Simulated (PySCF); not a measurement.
1-aminosilyl-2-silylethyne (C2H7NSi2), SMILES C([SiH2]N)#C[SiH3].

The structure is a stationary point at ωB97X-D3(BJ)/def2-SVP. One conformer was computed; it need not be the lowest.

Calculation: SMD-PBE0/6-31G* in PySCF.

Solvation free energies are E(SMD) − E(gas) at the gas-phase geometry, for 1 M in both phases. In vacuum the dipole moment is 1.45 D.

Computed solvation free energies in water, dimethylsulfoxide, cyclohexanone:
```tsv
solvent	ΔG(solv) (kcal/mol)	its non-electrostatic (CDS) part	dipole (D)
water	0.7	6.2	1.82
dimethylsulfoxide	-1.4	4.0	1.82
cyclohexanone	-2.1	2.9	1.79
```
